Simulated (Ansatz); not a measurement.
Cost and result for the atomization energy of `[CH2][SiH](O)O` radical (9 atoms, 8 bonds).

```csv
atom,x (Å),y (Å),z (Å)
C1,-0.814,0.314,-1.302
Si2,0.189,0.102,0.209
O3,-0.852,-0.278,1.423
O4,1.295,-1.068,-0.124
H5,-0.418,0.121,-2.293
H6,-1.839,0.670,-1.271
H7,0.933,1.330,0.621
H8,-0.577,-0.086,2.320
H9,2.083,-1.105,0.417
```

The species carries charge 0 and has multiplicity 2. All single points use the PBE0-D4/def2-TZVP geometry. It is one conformer, not always the lowest. Program: Ansatz. Hardware: A = 2 threads of an AMD EPYC 7R13 on a shared host; B = 2 threads of an AMD EPYC 7R13 on a shared host and a share of an NVIDIA H100 80 GB. Times are those of one run each, without the atoms' runs, and a repeat can differ threefold. Electronic energies, without spin–orbit coupling; frozen cores. CCSD(T)/CBS adds CCSD(T) − MP2 in def2-TZVPP to the MP2 limit, and its time is that of the two runs behind it. T1 = 0.012; ⟨S²⟩ of the reference is 0.76. B3LYP takes the VWN-RPA correlation (the form of Gaussian; ORCA's B3LYP/G).

CCSD(T)/CBS is a level of theory with its own doubt, some kJ/mol a heavy atom from the limit and from the frozen cores, so smaller differences don't rank the functionals.

```tsv
level	functions	wall time
PBE-D4/def2-TZVPP (with forces) [A]	205	3.5 s
PBE0-D4/def2-TZVPP [A]	205	4.3 s
MP2/def2-QZVPP [B]	391	4.9 s
B3LYP-D4/def2-TZVPP (with forces) [A]	205	5.5 s
B2PLYP/def2-TZVPP [A]	205	6 s
r2SCAN-D4/def2-TZVPP (with forces) [A]	205	7 s
CCSD(T)/def2-TZVPP [B]	205	8 s
ωB97X-V/def2-TZVPP [A]	205	11 s
CCSD(T)/CBS(def2)	–	13 s
ωB97M-V/def2-TZVPP (with forces) [A]	205	14 s
```

Question: What atomization energy does each give, and how far from CCSD(T)/CBS? (Best estimate.)

Answer: Ansatz gave: 
| level | atomization (kJ/mol) | difference from CCSD(T)/CBS | per bond |
| --- | --- | --- | --- |
| PBE-D4/def2-TZVPP (with forces) [A] | 3396.8 | 19.3 | 2.4 |
| PBE0-D4/def2-TZVPP [A] | 3336.5 | -41.0 | -5.1 |
| MP2/def2-QZVPP [B] | 3403.3 | 25.8 | 3.2 |
| B3LYP-D4/def2-TZVPP (with forces) [A] | 3353.7 | -23.8 | -3.0 |
| B2PLYP/def2-TZVPP [A] | 3328.2 | -49.3 | -6.2 |
| r2SCAN-D4/def2-TZVPP (with forces) [A] | 3380.5 | 3.0 | 0.4 |
| CCSD(T)/def2-TZVPP [B] | 3278.5 | -99.0 | -12.4 |
| ωB97X-V/def2-TZVPP [A] | 3366.0 | -11.5 | -1.4 |
| CCSD(T)/CBS(def2) | 3377.5 | 0.0 | 0.0 |
| ωB97M-V/def2-TZVPP (with forces) [A] | 3370.7 | -6.8 | -0.9 |

The D4 term adds +24.2 kJ/mol with B3LYP and +12.5 kJ/mol with PBE0; it sums over pairs of atoms, weighted by their polarisabilities, and B3LYP, whose exchange is more repulsive, gets the larger term. In def2-TZVPP, CCSD(T) changes the Hartree–Fock value by +822.1 kJ/mol (the triples alone add +42.6 kJ/mol) and MP2 by +887.4 kJ/mol; breaking electron pairs costs correlation energy, which Hartree–Fock lacks. From PBE to PBE0 (25 % exact exchange), in def2-TZVPP and without D4, the atomization energy moves by −57.8 kJ/mol: exact exchange takes away binding that semilocal exchange gives to molecules.
